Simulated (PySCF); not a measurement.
Species: C3H7F2Si2 (doublet state).
Atom-mapped SMILES: `[CH2:1]=[CH:2][Si@@H:3]([SiH2:4])[CH:5]([F:6])[F:7]` (hydrogens: H8, H9 on C1; H10 on C2; H11 on Si3; H12, H13 on Si4; H14 on C5)

Geometry (GFN2-xTB, Å), atoms numbered from 1 in this order:
```
atom  x, y, z in Å
C1    -1.9319   -1.6465   -0.6106
C2    -1.0909   -0.6606   -0.9033
Si3   -0.0746    0.2718    0.3810
Si4    1.8907   -0.5753    1.1734
C5     0.4622    1.8983   -0.5353
F6     1.3286    1.6177   -1.5551
F7     1.1539    2.7090    0.3188
H8    -2.4552   -2.2104   -1.3667
H9    -2.1445   -1.9195    0.4104
H10   -0.9014   -0.4464   -1.9508
H11   -0.9713    0.7580    1.4485
H12    1.9230   -1.9623    1.6497
H13    3.1557   -0.3395    0.4770
H14   -0.3448    2.5054   -0.9640
```

The hyperfine couplings belong to this conformer and change with its torsions.

Computed with UKS B3LYP, pcH-1 on C F H Si, non-relativistic, mean-field spin-orbit, GIAO (PySCF 2.14.0). Isolated species at its GFN2-xTB geometry (one conformer only). Couplings are sensitive to structure, and on GFN2-xTB geometries they can be far from those on DFT ones, by a factor of two or more for some ions and for spin on atoms past the first row. Stability of the SCF solution: not tested.

Task: Break the g tensor into its mass correction, gauge correction and orbital-Zeeman/spin–orbit terms.

Result: 
| Δg (ppm) | 1 | 2 | 3 |
| --- | --- | --- | --- |
| relativistic mass correction | -124 | -124 | -124 |
| gauge correction | 8 | 44 | 49 |
| orbital Zeeman/spin–orbit | -51 | 2378 | 3380 |
| total | -167 | 2298 | 3305 |

So g = 2.00215, 2.00462, 2.00562 and g_iso = 2.00413; the tensor is rhombic: the two nearest values differ by 29 % of g3 − g1. Axes: g2 points within 11° of the Si3–Si4 bond.

Task: What are the electron Larmor frequencies g μB B/h along the three axes at 350 mT?

Result: 9.8079, 9.8200, 9.8249 GHz for g1, g2 and g3, a range of 17.0 MHz.

Task: At 9.595 GHz, how far is the centre of the isotropic spectrum from where a free electron (g = 2.002319) resonates?

Result: B = hν/(g μB) with μB/h = 13.99624 MHz/mT gives 342.37 mT for the free electron and 342.06 mT at g_iso, 0.31 mT lower.

Task: In a frozen sample, at which fields do the three g values resonate at 9.5, 34, 94 and 263 GHz (hyperfine left aside), and which band first spreads them over more than twice a line width of 0.5 mT?

Result: 
| band | GHz | B(g3) mT | B(g2) mT | B(g1) mT | spread mT |
| --- | --- | --- | --- | --- | --- |
| X | 9.5 | 338.43 | 338.60 | 339.01 | 0.59 |
| Q | 34.0 | 1211.21 | 1211.81 | 1213.31 | 2.10 |
| W | 94.0 | 3348.63 | 3350.31 | 3354.43 | 5.81 |
| J | 263.0 | 9369.03 | 9373.74 | 9385.28 | 16.25 |

The spread grows in proportion to the frequency. Q band is the first where it exceeds 1.0 mT.

The largest Mulliken spin population is on Si4 (+0.98). The angles at Si4 add up to 346.9°, so it is slightly pyramidal.

The HOMO–LUMO gaps are 4.76 eV among the α and 4.76 eV among the β orbitals.
